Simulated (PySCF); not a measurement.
SiBr2, SMILES Br[Si]Br (connectivity only; charge and spin as stated), neutral, multiplicity 1.

Geometry optimised at B3LYP-D3(BJ)/def2-TZVP. The isomer is the one that the SMILES or the coordinates give; other isomers of the formula were not compared.

These are PBE/def2-TZVPD run with PySCF values and carry that method's errors.

Symmetry labels are those of the subgroup C2v that the program uses (full group C2v).

Question: List the valence orbital energies around the gap with their symmetry. (An estimate is asked for; the answer gives what the named calculation found.)

Answer: 
| orbital | symmetry | energy (eV) |
|---|---|---|
| HOMO−7 | B2 | -19.39 |
| HOMO−6 | A1 | -12.43 |
| HOMO−5 | B2 | -9.48 |
| HOMO−4 | A1 | -8.45 |
| HOMO−3 | B1 | -8.39 |
| HOMO−2 | A2 | -7.69 |
| HOMO−1 | B2 | -7.25 |
| HOMO | A1 | -6.57 |
| LUMO | B1 | -3.89 |
| LUMO+1 | A1 | -1.48 |
| LUMO+2 | B2 | -1.35 |
| LUMO+3 | A1 | -0.18 |
